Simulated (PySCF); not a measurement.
CH4N2OSi, SMILES [SiH2](N)OC#N. Heavy atoms are numbered as in [N:1]#[C:2][O:3][SiH2:4][NH2:5]. Hydrogens are named by the atom that carries them.

Geometry: B3LYP-D3(BJ)/def2-SVP. This is a generated structure with no PubChem entry under its InChIKey; it may be hypothetical. One conformer was computed; it need not be the lowest.

The numbers are results of KT2/pcSseg-1 (PySCF), not measurements.

GIAO shieldings, no solvent; atoms alike by connectivity are averaged. δ = σ(ref) − σ: ¹⁵N against NH3 (σ = 266.2 ppm); ¹³C against TMS (σ = 185.1 ppm); ¹⁷O against H2O (σ = 330.4 ppm); ²⁹Si against TMS (σ = 361.9 ppm); ¹H against TMS (σ = 31.47 ppm), references at their B3LYP-D3(BJ)/def2-TZVP geometries, non-relativistic.

| nucleus | atoms | count | δ (ppm) |
|---|---|---|---|
| ¹⁵N | N1 | 1 | 168.7 |
| ¹⁵N | N5 (NH2) | 1 | 42.4 |
| ¹³C | C2 | 1 | 104.7 |
| ¹⁷O | O3 | 1 | 79.6 |
| ²⁹Si | Si4 (SiH2) | 1 | -20.6 |
| ¹H | H on Si4 | 2 | 5.22 |
| ¹H | H on N5 | 2 | 2.13 |
